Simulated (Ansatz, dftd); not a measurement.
Species: BN2H4Cl, charge 0, singlet. BN2H4Cl (SMILES B(N)(Cl)N).
B3LYP-D3(BJ)/def2-TZVP minimum from Ansatz (an electronic-structure program):
```xyz
8

B      0.3720     0.2470     0.0024
Cl    -1.1284    -0.7490    -0.0074
N      0.3390     1.4854    -0.6623
H      1.1238     2.1110    -0.7124
H     -0.4850     1.8158    -1.1303
N      1.4944    -0.2683     0.6743
H      2.3751     0.2116     0.7352
H      1.4747    -1.1588     1.1368
```
Charge 0, spin multiplicity 1.

Wanted: atomisation energy (electronic, to ground-state atoms), in kcal/mol. Open shells are spin-unrestricted; no spin-orbit coupling. Correlated methods leave the cores frozen. Rows without X2C or -DK are non-relativistic. CBS(X,Y): correlation extrapolated as X^-3, Hartree-Fock from the larger set. A bracket is a step between two methods taken in the basis named. Functionals run without relativity, which enters their misses. 'core' is core correlation in cc-pwCVTZ (1s frozen past Ne), 'X2C' scalar relativity in cc-pVTZ-DK, both at CCSD(T). For partners of very few electrons the exact lower level stands in for a higher one.

```
level                                                                                        program  atomisation energy (kcal/mol)  difference against the last row
------------------------------------------------------------------------------------  --------------  -----------------------------  -------------------------------
PBE/def2-TZVPD                                                                                Ansatz                          736.8                             15.7
PBE0-D3(BJ)/def2-TZVPD                                                                Ansatz + dftd3                          724.1                              3.0
r2SCANh/def2-TZVPD                                                                            Ansatz                          714.2                             -6.9
wB97X-V/def2-TZVPD                                                                            Ansatz                          723.2                              2.1
MP2/cc-pV(T+d)Z                                                                               Ansatz                          709.9                            -11.2
MP2/CBS(cc-pV(T+d)Z,cc-pV(Q+d)Z)                                                              Ansatz                          734.2                             13.1
CCSD(T)/CBS(cc-pV(T+d)Z,cc-pV(Q+d)Z) + core + X2C                                             Ansatz                          720.4                             -0.7
CCSDT(Q)/cc-pV(D+d)Z                                                                          Ansatz                          650.1                            -71.0
CCSD(T)/CBS(cc-pV(T+d)Z,cc-pV(Q+d)Z) + [CCSDT(Q) - CCSD(T)]/cc-pV(D+d)Z + core + X2C          Ansatz                          721.1                              0.0
```
